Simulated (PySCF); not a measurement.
Polarisability and C₆ of Os (osmium, neutral)

[Xe] 4f14 5d6 6s2, high-spin 5D determinant. Calculation: PySCF 2.14, in aug-cc-pVDZ-PP with ECP60MDF (5s5p4d2f, 54 functions); scalar relativity through the core potential. Coupled (time-dependent) response in atomic units; α is the mean over directions. A double-zeta set is small for polarisabilities.

```csv
method,mean α (bohr³),"α xx, yy, zz",C₆ (like pair),S(−4)
UHF,75.88,"76.50, 76.50, 74.66",854.7,3835
PBE,53.42,"51.72, 51.72, 56.83",581.0,1144
PBE0,56.97,"56.04, 56.04, 58.81",631.1,1337
r2SCANh,58.59,"60.56, 60.56, 54.65",668.6,1409
M06-L,55.70,"53.09, 53.09, 60.92",607.4,1250
```

S(−4) is the Cauchy moment in α(ω) = α(0) + S(−4) ω² + …

Reference α: 57 ± 3 bohr³ (recommended; Schwerdtfeger and Nagle, table of static dipole polarizabilities (2023 update)). Published C₆: 584.0 (Gould and Bucko (2016)).

Spin-orbit coupling is absent.

Hartree-Fock lies above the reference because it lacks correlation, which contracts the outer shell.

α(iu) at PBE:

```
u (hartree)  α(iu) (bohr³)
          0          53.42
     0.0500          50.77
      0.100          44.62
      0.200          31.72
      0.300          22.94
      0.500          14.03
      0.750          9.157
       1.00          6.597
       1.50          3.946
       2.00          2.630
       3.00          1.401
       5.00         0.5797
```

The components differ because the open shell of this determinant is not spherical; for a pure term their mean is the scalar polarisability.

Energies and moments cover only the electrons outside the core potential. Spin-orbit coupling, absent here, splits the open shell strongly.
